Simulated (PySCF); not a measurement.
Relaxation of singlet Rb₂F⁺

Method: PBE0 in PySCF with F def2-TZVP, Rb def2-TZVP with ECP28; scalar-relativistic core potentials, no spin–orbit coupling; density-fitted integrals. A (50,194) grid was used.

A hand-made linear start, of D∞h symmetry, held to at least that symmetry:

```xyz
3
charge 1 multiplicity 1, angstrom
F     0.0000    0.0000    0.0000
Rb    0.0000    0.0000    2.6852
Rb    0.0000    0.0000   -2.6852
```

What forces act on the atoms at the start (eV/Å)?


```
atom    Fx    Fy     Fz
  F1  0.00  0.00   0.00
 Rb2  0.00  0.00  -0.68
 Rb3  0.00  0.00   0.68
```

What does it relax to?

It ends at D∞h with F–Rb 2.479 Å (×2); Rb–F–Rb 180.0° (after a last refinement on a finer grid). A frequency run shows a minimum.

How much energy is released, and in how many steps?

15.7 kJ/mol in 4 steps.

The relaxation took roughly 24 core-seconds on a shared host.
